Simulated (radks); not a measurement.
Q: Coherent X-ray form factor from a spherical all-electron density. Calculated with a radial shooting solver on a logarithmic mesh with Libxc functionals: scalar-relativistic Kohn-Sham, LDA (Slater exchange, Perdew-Wang correlation), spin-unpolarised, spherical densities, point nucleus.

sin(theta)/lambda (1/angstrom),f0 (electrons)
0.05,1.983
0.1,1.933
0.15,1.854
0.2,1.752
0.25,1.634
0.3,1.506
0.4,1.245
0.5,1.003
0.6,0.796
0.8,0.494
1,0.309
1.25,0.178
1.5,0.107
2,0.044

The species is in the configuration that NIST lists as its ground one. Which atom or ion scatters so?

A: The lithium ion Li+, [He]. Extrapolating in s^2 from the first two rows gives f0(0) = 2.0, near the electron count 2; among species with that count, the fall with angle is slower the higher Z, and the table is that of Z = 3; from so few rows the species is fixed only to a neighbour or two.
